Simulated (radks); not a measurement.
The samarium ion Sm+, 61 electrons, occupied as [Xe] 4f5 5d1 6s1 (not the ground configuration).

Calculated with a radial shooting solver on a logarithmic mesh with Libxc functionals: Dirac Kohn-Sham, BLYP, spin-unpolarised, spherical densities, point nucleus; open shells fill j = l - 1/2 first.

Energy parts (eV):
| part | energy |
|---|---|
| total | -283951.79 |
| kinetic | 307949.15 |
| electron-nucleus | -695068.39 |
| Hartree | 109608.69 |
| exchange-correlation | -6441.24 |

Orbitals (lengths in bohr, moments of r in powers of bohr):
orbital  occ.  eigenvalue (eV)      <r>
1s1/2       2        -46651.38  0.02274
2s1/2       2        -7629.918  0.09649
2p1/2       2        -7232.610  0.08072
2p3/2       4        -6629.551  0.08735
3s1/2       2        -1681.773   0.2546
3p1/2       2        -1510.863   0.2442
3p3/2       4        -1388.800   0.2570
3d3/2       4        -1092.395   0.2286
3d5/2       6        -1065.889   0.2326
4s1/2       2        -344.1701   0.5784
4p1/2       2        -278.6199   0.5922
4p3/2       4        -251.6728   0.6210
4d3/2       4        -143.7624   0.6620
4d5/2       6        -138.9286   0.6722
4f5/2       5         -14.0482   0.9199
4f7/2       0         -13.4558   0.9322
5s1/2       2         -52.5357    1.388
5p1/2       2         -34.5233    1.557
5p3/2       4         -30.7395    1.648
5d3/2       1          -8.5196    2.587
5d5/2       0          -8.2396    2.648
6s1/2       1          -8.9955    3.757

The highest occupied level is 5d3/2 at -8.520 eV. The configuration is held as typed, so some empty levels lie below it. The density falls to 0.001 e/bohr^3 at r = 4.64 bohr.
